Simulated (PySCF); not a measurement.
C₆H₁₁NSi₂.
Atom-mapped SMILES: `[N:1]#[C:2]/[CH:3]=[CH:4]/[CH2:5][SiH2:6]/[CH:7]=[CH:8]\[SiH3:9]` (hydrogens: H10 on C3; H11 on C4; H12, H13 on C5; H14, H15 on Si6; H16 on C7; H17 on C8; H18, H19, H20 on Si9)

Geometry (PBE0-D3(BJ)/def2-SVP, Å), atoms numbered from 1 in this order:
```xyz
20
C6H11NSi2 angstrom
N      1.8370   -1.6599    3.3307
C      1.8238   -1.4750    2.1849
C      1.7976   -1.2647    0.7768
C      2.0158   -0.0576    0.2201
C      1.9462    0.2297   -1.2287
Si     0.2485    0.9588   -1.7246
C     -1.0807   -0.3359   -1.4588
C     -1.7322   -0.6407   -0.3200
Si    -1.5816    0.1529    1.3771
H      1.5871   -2.1420    0.1562
H      2.2122    0.7890    0.8882
H      2.0891   -0.6817   -1.8315
H      2.7140    0.9619   -1.5278
H      0.3126    1.2880   -3.1810
H      0.0062    2.2119   -0.9517
H     -1.3233   -0.9349   -2.3501
H     -2.4600   -1.4656   -0.3703
H     -1.2183   -0.8874    2.3832
H     -0.5546    1.2346    1.3816
H     -2.9066    0.7334    1.7580
```

All values: PBE0/pcSseg-1 (PySCF, non-relativistic), on one gas-phase PBE0-D3(BJ)/def2-SVP geometry that isn't relaxed in the solvent. The solvent is an IEF-PCM continuum (Bondi radii, 1.10 Å for H, scaled by 1.2). Only the electrostatic response of the medium enters.

Gas phase at PBE0/pcSseg-1: HOMO -7.60 eV, LUMO -1.51 eV, dipole 4.75 D.

Task: What does the continuum do to the energy, the frontier levels and the dipole at PBE0/pcSseg-1 in acetone and dimethylsulfoxide?

Result: 
```json
{"solvent": "acetone", "ε": "20.49", "E(solvent) − E(gas) (kcal/mol)": "-7.25", "polarisation term (kcal/mol)": "-9.06", "distortion of the solute (kcal/mol)": "1.81", "HOMO (eV)": "-7.48", "LUMO (eV)": "-1.38", "dipole (D)": "6.51"}
{"solvent": "dimethylsulfoxide", "ε": "46.83", "E(solvent) − E(gas) (kcal/mol)": "-7.60", "polarisation term (kcal/mol)": "-9.60", "distortion of the solute (kcal/mol)": "2.00", "HOMO (eV)": "-7.47", "LUMO (eV)": "-1.37", "dipole (D)": "6.60"}
```

The first energy column is the sum of the next two and covers electrostatics alone. From acetone to dimethylsulfoxide the lowering changes by a factor 1.05, Onsager's factor (ε − 1)/(2ε + 1) by 1.04 and ε itself by 2.3.

Task: Which radius a makes the point-dipole formula ΔE = −[(ε − 1)/(2ε + 1)]·μ²/a³ give the value in dimethylsulfoxide, with the gas-phase dipole?

Result: μ = 1.869 au and |ΔE| = 0.01211 Eh give a = 2.74 Å; the farthest nucleus lies 3.99 Å from the centroid of the nuclei, so such a sphere wouldn't even hold the nuclei. The formula assumes a rigid point dipole at the centre of a sphere.

Task: Give the dipole vector in the frame of the coordinates (D, pointing from negative to positive charge), gas and dimethylsulfoxide.

Result: Gas (-0.40, 0.89, -4.65), solvent (-0.22, 1.31, -6.47). Its length changes by +39 % and its direction by 3°.

Task: Which Mulliken charges (PBE0/pcSseg-1) respond most in acetone (means over atoms taken as equivalent)?

Result: 
| atoms | environment | gas (e) | solvent (e) | change |
| --- | --- | --- | --- | --- |
| N1 | nitrile nitrogen | -0.258 | -0.345 | -0.087 |
| C2 | nitrile carbon | +0.116 | +0.143 | +0.027 |
| H10 | vinylic hydrogen | +0.144 | +0.168 | +0.024 |
| Si6 | SiH2 silicon | +0.627 | +0.646 | +0.019 |
| H12/H13 | methylene hydrogen | +0.167 | +0.184 | +0.017 |
| H11 | vinylic hydrogen | +0.143 | +0.159 | +0.016 |

Task: Which Mayer bond orders change most in acetone?

Result: 
```csv
bond,length (Å),gas,solvent,change
C3–C4,1.347,1.763,1.732,-0.031
C2–C3,1.424,1.075,1.088,+0.013
C8–Si9,1.880,0.883,0.895,+0.012
C4–C5,1.479,1.078,1.089,+0.011
N1–C2,1.161,2.986,2.995,+0.009
C3–H10,1.095,0.938,0.929,-0.009
C5–H13,1.102,0.931,0.923,-0.008
C5–H12,1.102,0.940,0.933,-0.007
```
